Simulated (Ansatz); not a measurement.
Abridged output of a molecular run in Ansatz:

```
Functional definition: HF
1499 factors; integrals over basis functions are off by at most 1.0e-3 eV
mean field evaluation 1: about -14090.4498 eV, gradient 4.4e1 eV
mean field evaluation 2: about -14090.8063 eV, gradient 4.4e1 eV
mean field evaluation 4: about -14095.0388 eV, gradient 4.5e0 eV
mean field evaluation 8: about -14095.1101 eV, gradient 2.9e-1 eV
mean field -14095.11037031 eV, -517.9857520999 hartree, gradient 2.8e-6 eV, S^2 0.000000; 0 other end points of the search recorded, 0 dependent functions left out
9 core orbitals not correlated: weight in the atoms' cores, before any rotation towards them, 1.000 or more for the frozen orbitals, at most 0.000 for the correlated occupied ones
reference -14095.11037031 eV, -517.9857520999 hartree; 15, 15 occupied and 226, 226 virtual orbitals, 1499 factors
second order -25.24093066 eV of doubles, -0.00000000 eV of singles
cycle   1  -25.42487051 eV  change   -1.8e-1 eV  update   1.1e-1
cycle   2  -26.04522273 eV  change   -6.2e-1 eV  update   3.1e-2
cycle   3  -26.18377663 eV  change   -1.4e-1 eV  update   1.5e-2
cycle   4  -26.17052237 eV  change    1.3e-2 eV  update   3.3e-3
cycle   5  -26.17008506 eV  change    4.4e-4 eV  update   1.6e-3
cycle   6  -26.17118571 eV  change   -1.1e-3 eV  update   5.2e-4
cycle   7  -26.17090671 eV  change    2.8e-4 eV  update   2.5e-4
cycle   8  -26.17081584 eV  change    9.1e-5 eV  update   8.0e-5
cycle   9  -26.17084704 eV  change   -3.1e-5 eV  update   3.4e-5
perturbative correction -1.02522439 eV, -0.0376763015 hartree
Total energy: -14122.30644175 eV, -518.9851892910 hartree
```

Its atoms:

Z-matrix (Å, degrees):
```
C
C 1 1.543
Si 1 2.278 2 55.8
O 1 1.447 2 102.6 3 2.2
H 1 1.093 2 114.1 3 120.5
H 1 1.093 2 110.2 3 -115.6
O 2 1.414 1 110.3 3 118.9
H 2 1.096 1 112.0 3 -116.2
H 3 1.488 1 123.6 2 -93.3
H 3 1.489 1 127.3 2 95.2
H 7 0.960 2 108.8 1 -170.0
```

(1) Which basis set was used?
A. def2-TZVPP
B. def2-TZVPPD
C. def2-SVP
D. def2-SVPD

(2) Write the keys of the input that set method, charge and spin (a neutral closed shell needs none for the last two).

Results:

(1) A. It gives 250 functions.

(2) 
```yaml
correlation: {method: ccsd_t}
```
